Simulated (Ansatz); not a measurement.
CH₆BNO (`BOCN`), relaxed with RKS PBE0-D4/def2-TZVP in the Gaussian-basis code of Ansatz from a PBE-D4/def2-SVP geometry. The force threshold is 0.005 eV/Å; the program also tests the step.

Total charge 0; spin multiplicity 1.

Start:

```xyz
10

B     0.951   -0.177    1.493
O     0.790   -0.349    0.165
C    -0.530   -0.372   -0.466
N    -0.708    0.624   -1.459
H    -0.022   -0.039    2.224
H     2.094   -0.160    1.911
H    -1.293   -0.260    0.333
H    -0.624   -1.380   -0.923
H    -0.015    0.543   -2.212
H    -0.643    1.570   -1.066
```

Task: By how much does the energy fall, and how many steps does the optimiser take? (Best estimate.)

Result: Ansatz gave: 4.10 kJ/mol, in 12 steps, 2 of them rejected.

Task: Which bonds change most? (An estimate is asked.)

Result: Computed: O2–C3 from 1.463 to 1.440 Å; B1–H5 from 1.226 to 1.205 Å; B1–H6 from 1.217 to 1.197 Å; C3–H8 from 1.111 to 1.092 Å.

Task: Give the relaxed structure. (An estimate is asked.)

Result: Computed: 
```xyz
10

B     0.942   -0.169    1.472
O     0.783   -0.371    0.159
C    -0.518   -0.384   -0.457
N    -0.695    0.625   -1.431
H    -0.019    0.008    2.178
H     2.060   -0.167    1.898
H    -1.273   -0.279    0.328
H    -0.619   -1.364   -0.928
H    -0.024    0.547   -2.184
H    -0.636    1.553   -1.035
```
